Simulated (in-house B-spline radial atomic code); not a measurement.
Computed with a B-spline radial atomic code. Model: two electrons, singlet ground state, non-relativistic, full CI in B-splines with partial waves to l = 8 (at full coupling up to 3e-4 hartree above the limit, correlation up to 0.6 % small), density held at that of full coupling by Lieb maximisation.

Along the adiabatic connection the electron repulsion is scaled by a coupling λ while a local potential keeps the density fixed. At λ = 0 the system is the Kohn-Sham one and W equals the exchange energy; the exchange-correlation energy is the area under W between 0 and 1. The kinetic energy rises with λ as the electrons avoid each other, with dT/dλ = −λ dW/dλ.

Command:
```bash
python run_ac.py task.json out
```
Settings (lengths in bohr, energies in hartree):
```
potential              dot
strength               0.0166
lmax                   8
second                 0.7
```

Cost of the run: 3.4 min on 1 thread of Intel(R) Xeon(R) Processor @ 2.30GHz, with other jobs on the host.

**W = mean repulsion less Hartree energy, and W of three functionals.**

Given: confinement charge in harmonic well; well frequency 0.0166 hartree; nuclear charge 0.7; external potential omega^2 r^2/2 - Z/r.

Computed: LDA exchange minus exact 15.996 millihartree; SCAN exchange minus exact -15.865 millihartree.

```
coupling  W xc (hartree)  W xc minus exchange (millihartree)  kinetic minus Kohn-Sham (millihartree)  LDA (PW92) W minus its exchange (millihartree)  PBE W minus its exchange (millihartree)  SCAN W minus its exchange (millihartree)
       0        -0.21018                                   0                                       0                                               0                                        0                                         0
    0.02               ?                                   ?                                       ?                                               ?                                        ?                                         ?
    0.05        -0.22123                             -11.049                                    0.27                                          -15.18                                    -3.12                                     -4.01
    0.12        -0.23322                             -23.033                                    1.26                                          -26.55                                    -7.38                                     -8.73
    0.25               ?                                   ?                                       ?                                               ?                                        ?                                         ?
     0.4        -0.25759                             -47.408                                    7.03                                          -51.31                                   -21.15                                    -22.24
     0.6        -0.26589                             -55.709                                   11.11                                          -61.91                                   -28.57                                       -29
     0.8        -0.27136                             -61.181                                   14.91                                          -69.92                                   -34.65                                    -34.39
       1         -0.2753                             -65.122                                   18.44                                          -76.32                                   -39.75                                    -38.81
     1.4        -0.28071                             -70.532                                   24.85                                          -86.09                                   -47.92                                    -45.71
```

(1) What belongs in the row 0.02?

(2) What belongs in the row 0.25?

(3) What is the PBE exchange minus exact?

**Energy parts, natural occupations and partial-wave weights.**

Computed: total energy -0.1957 hartree; correlation energy -0.046684 hartree; kinetic part of the DFT correlation energy 0.018438 hartree; kinetic part over minus potential part 0.28313; Hartree energy 0.42037 hartree; Kohn-Sham kinetic 0.21507 hartree.

```csv
natural,occupation of the shell (electrons)
s,1.6764
s,0.29315
p,0.029518
d,?
p,0.00019682
s,0.00011939
```

(4) What belongs in the row d?

```
wave      weight
   s     0.98484
   p    0.014865
   d           ?
   f  2.7107e-05
   g  5.4712e-06
```

(5) What belongs in the row d?

(6) What is the exchange energy?

(7) What is the Lieb Oxford ratio E_xc over LDA exchange?

## Answers

(1) W xc (hartree): -0.21485; W xc minus exchange (millihartree): -4.663; kinetic minus Kohn-Sham (millihartree): 0.05; LDA (PW92) W minus its exchange (millihartree): -8; PBE W minus its exchange (millihartree): -1.23; SCAN W minus its exchange (millihartree): -1.69.

(2) W xc (hartree): -0.24761; W xc minus exchange (millihartree): -37.426; kinetic minus Kohn-Sham (millihartree): 3.84; LDA (PW92) W minus its exchange (millihartree): -40.35; PBE W minus its exchange (millihartree): -14.38; SCAN W minus its exchange (millihartree): -15.8.

(3) -18.726 millihartree.

(4) occupation of the shell (electrons): 0.00048526.

(5) weight: 0.00025933.

(6) -0.21018 hartree.

(7) 1.3228.

Half-way to full coupling W has made 79 % of its drop, against 50 % for a straight line, and second-order (GL2) theory, half the initial slope, overshoots the correlation energy by about 158 %: correlation is strong. Over couplings 0 to 1 the errors in E_xc come to about +10 millihartree for LDA, +4.4 millihartree for PBE, +6.8 millihartree for SCAN, so PBE is nearest. In LDA and PBE and SCAN the errors of exchange and correlation have opposite signs, so the sum is smaller than the larger of the two.
